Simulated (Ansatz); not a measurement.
Reaction (ligand exchange at the Si–Cl bond): `C=C[Si](N)(F)Cl` + CH₃OH → `C=C[Si](N)(F)OC` + HCl

Calculated with Ansatz (gas phase, PBE0-D4/def2-TZVP geometries, no zero-point term in ΔE). CCSD(T)/CBS is the MP2 limit (def2-TZVPP, def2-QZVPP) plus CCSD(T) − MP2 in def2-TZVPP, frozen cores. This one scheme is used for every species. DFT in def2-TZVPP. B3LYP here is the variant with VWN-RPA as its local correlation; programs differ in this. One conformer a species, not always the lowest.

```csv
level,ΔE (kJ/mol),difference from CCSD(T)/CBS
PBE-D4,-0.8,9.1
r2SCAN-D4,-6.8,3.1
PBE0-D4,-2.7,7.2
B3LYP-D4,-11.1,-1.2
ωB97X-V,-9.0,0.9
ωB97M-V,-8.7,1.2
B2PLYP,-10.2,-0.3
PBE,1.2,11.1
r2SCAN,-5.8,4.1
PBE0,-0.9,9.0
B3LYP,-8.6,1.3
HF/def2-TZVPP,-13.7,-3.8
MP2/def2-TZVPP,-9.6,0.3
SCS-MP2/def2-TZVPP,-12.0,-2.1
CCSD/def2-TZVPP,-15.0,-5.1
CCSD(T)/def2-TZVPP,-14.0,-4.1
HF/def2-QZVPP,-14.5,-4.6
MP2/def2-QZVPP,-7.5,2.4
SCS-MP2/def2-QZVPP,-9.8,0.1
HF/CBS(def2),-14.6,-4.7
MP2/CBS(def2),-5.4,4.5
CCSD/CBS(def2),-10.9,-1.0
CCSD(T)/CBS,-9.9,0
```

Largest T1 diagnostic among the species: 0.011.

CCSD(T)/CBS has its own doubt, a few kJ/mol and more with outer-core shells, so smaller differences from it don't rank the levels.
